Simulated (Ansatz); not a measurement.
Ideal-gas functions of `[CH3][Al]([F])[F]` at 500 K and 1 bar, from an Ansatz frequency run at PBE0-D4/def2-TZVP.

Molar mass 80.01 g/mol, point group Cs (symmetry number 1), electronic degeneracy 1, moments of inertia 77.058, 91.018, 164.967 u Å². Harmonic wavenumbers (cm⁻¹, unscaled): 19, 180, 238, 249, 600, 681, 701, 835, 920, 1228, 1441, 1443, 3052, 3129, 3150.

Use S(trans) = R[1.5 ln M + 2.5 ln T − 1.1517]; rotational temperatures θ = 24.2544 K / I; S(rot) = R[ln(√π/σ · √(T³/θAθBθC)) + 1.5]; for each mode x = 1.438777 ν̃/T, S = R[x/(eˣ − 1) − ln(1 − e⁻ˣ)] and H = RT x/(eˣ − 1); 1 cm⁻¹ = 0.0119627 kJ/mol; R = 8.31446 J/(mol·K).

**Question.** By hand: the entropy, in J/(mol·K).

**Answer.** Translation 174.3. Rotation: θ = 0.3148, 0.2665, 0.147 K, giving 113.0. Vibration, mode by mode: 32.48, 13.88, 11.62, 11.26, 4.74, 3.94, 3.76, 2.78, 2.29, 1.13, 0.69, 0.68, 0.01, 0.01, 0.01, in all 89.3. Electronic 0.0. Sum 376.6 J/(mol·K).

**Question.** By hand: H − E and G − E in kJ/mol, counted from the electronic energy.

**Answer.** Zero-point energy ½ × 17866 × 0.0119627 = 106.9; thermal vibration 20.0; translation, rotation and pV give 4 RT = 16.6. H − E = 143.5 kJ/mol, and G − E = 143.5 − 500 × 376.6/1000 = -44.8 kJ/mol.

Vibration gives 24 % of the entropy, 32.5 J/(mol·K) of it from the mode under 150 cm⁻¹: soft modes count most, and the harmonic formula is weakest for them.
